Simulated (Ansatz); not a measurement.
ClGa (SMILES [Cl][Ga]), singlet, geometry from GFN2-xTB (such geometries of metal compounds can be far from the true shape).

The Ansatz (a program for electronic structure) input:
Ansatz 0.2 input:
```yaml
crystal:
  periodic: [false, false, false]
  atoms:
    - {symbol: Ga, position_ang: [-0.00000000, -0.00000000, -0.76826451]}
    - {symbol: Cl, position_ang: [0.00000000, 0.00000000, 1.40095293]}
basis:
  gaussian:
    orbitals: def2-SVP
hamiltonian:
  xc: hf
```

Q: Predict the number of basis functions from HF/def2-SVP (Ansatz).

A: 50

Q: Estimate the total energy that HF/def2-SVP returns for this input.

A: -2382.425137 Ha
